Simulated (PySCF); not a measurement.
## Radial density of Ga⁺ (gallium, charge +1)

UHF, [Ar] 3d10 4s2, closed-shell 1S. All numbers are calculated (PySCF 2.14, scalar relativity through the core potential, in cc-pVTZ-PP with ECP10MDF). This is the valence pseudo-density: the core potential removes the inner electrons and smooths the orbitals near the nucleus.

| r (bohr) | 4πr²ρ (e/bohr) |
| --- | --- |
| 0.00247 | 2.783e-05 |
| 0.00415 | 7.558e-05 |
| 0.00698 | 0.0001937 |
| 0.0117 | 0.0004540 |
| 0.0197 | 0.001009 |
| 0.0332 | 0.002596 |
| 0.0558 | 0.01625 |
| 0.0939 | 0.1706 |
| 0.158 | 1.410 |
| 0.266 | 7.711 |
| 0.447 | 23.76 |
| 0.752 | 20.51 |
| 1.26 | 5.009 |
| 2.13 | 1.338 |
| 3.58 | 0.2616 |
| 6.02 | 0.005186 |

Energies and moments cover only the electrons outside the core potential.
